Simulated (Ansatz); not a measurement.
Task: Name a neutral molecule of C, Se, Si and H with LUMO energy (B3LYP/def2-TZVPP) between -0.80 and -0.50 eV and size of the dipole moment (B3LYP/def2-TZVPP) between 1.65 and 1.95 D (Ansatz, PBE0-D4/def2-TZVP geometry).

Result: `C1[SiH2][Se]1` (-0.75 eV, 1.71 D). Other molecules can fit too; these were computed, each in one conformer that needn't be the lowest.

B3LYP here is the variant with VWN-RPA as its local correlation; programs differ in this.
